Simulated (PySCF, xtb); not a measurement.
C2H6GeO2, SMILES C=C[O][GeH2][OH].

GFN2-xTB in xtb 6.7.1 at its own geometry gives an orbital gap of 5.22 eV and a dipole moment of 2.62 D.

Geometry optimised at r2SCAN-D4/def2-SVP. The structure was generated by enumeration, and PubChem lists no compound with its InChIKey, so it may never have been made. The values are those of a single conformer.

### Question
What does PySCF with PBE/def2-TZVP give? (An estimate is asked for; the answer gives what the named calculation found.)

### Answer
gap 4.77 eV (levels -5.46 and -0.69 eV), dipole 1.30 D.
